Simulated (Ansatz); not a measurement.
Z-matrix (Å, degrees):
```
C
S 1 1.811
H 1 1.088 2 110.7
H 1 1.089 2 106.6 3 118.9
H 1 1.088 2 110.7 3 -122.3
B 2 1.783 1 101.5 3 61.3
Cl 6 1.752 2 119.4 1 -180.0
F 6 1.322 2 122.0 1 0.0
```

Charge 0, multiplicity 1.

List the ωB97M-V/def2-TZVPP orbital energies in eV (Ansatz 0.2.0). (Best estimate.)

Computed: Occupied: -2772.16, -2427.17, -678.33, -282.52, -262.57, -221.16, -200.04, -199.93, -199.90, -190.91, -164.27, -164.17, -164.11, -37.23, -26.39, -25.06, -21.28, -18.52, -16.59, -16.23, -15.74, -14.89, -14.50, -13.09, -12.30, -11.72, -11.50, -9.88. Lowest empty: 1.59, 1.92, 2.71, 3.94, 4.22, 4.32, 4.50, 4.81.
